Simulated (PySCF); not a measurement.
## Simulated characterisation data

[PySCF 2.14: PBE0-D3(BJ)/def2-SVP geometry; σ from GIAO-PBE0/pcSseg-1; averaged over atoms made equivalent by symmetry, fast rotation or ring inversion; one computed conformer; in vacuum; relativity neglected]

Shifts are taken against calculated references (same method and geometry level): TMS for 1H and 13C. Splittings of carbon signals by F and P are missing where no couplings were computed. Where no couplings were computed, multiplicities follow the n + 1 count of equivalent neighbours, and m marks all less simple cases (inequivalent or close neighbours, rings, F or P nearby). Couplings to H on boron are left out. Carbons bonded to boron are broad in practice. Shifts are as computed. Against solution values, carbons near 30 ppm lie about +2 ppm off and those near 130 ppm about +5 ppm; carbons on Cl a further +5 ppm. Of 1309 compounds with measured shifts, 239 miss one by over three times the rms of a fit or turn the order of signals round; such compounds aren't used in these exercises. Carbons bonded to Cl come out too deshielded.

Compound 1 (C$_{5}$H$_{13}$BF$_{2}$OSi). 1H NMR (400 MHz, computed): δ 3.58 (t, 2H), 1.45 (m, 2H), 0.10 (s, 9H). 13C{1H} NMR (computed): δ 58.6 (CH2), 19.5 (CH2), -1.3 (CH3). Structure: `C[Si](C)(C)OCCB(F)F`.

Compound 2 (C$_{4}$H$_{6}$BCl$_{3}$O$_{2}$). 1H NMR (400 MHz, computed): δ 4.40 (m, 2H), 4.11 (br, 1H), 3.94 (m, 2H), 2.44 (m, 1H). 13C{1H} NMR (computed): δ 121.8 (C), 64.0 (CH2), 56.5 (CH). Structure: `ClC(Cl)(Cl)C1COBOC1`.
